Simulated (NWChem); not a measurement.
Molecule: iodine monochloride (ICl); SMILES ICl

```xyz
2

Cl     0.0000     0.0000     1.7843
I      0.0000     0.0000    -0.5723
```
Atoms are numbered in this order, from 1.

Computed with NWChem. The geometry was optimised at PBE0/def2-SVP. def2 effective core potentials on I; no spin-orbit coupling. B3LYP is NWChem's, with the RPA form of VWN correlation.

Question: Order these by “orbital gap (eV)”, lowest first: B3LYP/def2-SVP (core potentials); B3LYP/STO-3G (all-electron, non-relativistic); B3LYP/def2-SVPD (core potentials).

Answer: B3LYP/def2-SVPD (core potentials) (3.57), B3LYP/def2-SVP (core potentials) (3.68), B3LYP/STO-3G (all-electron, non-relativistic) (4.45)
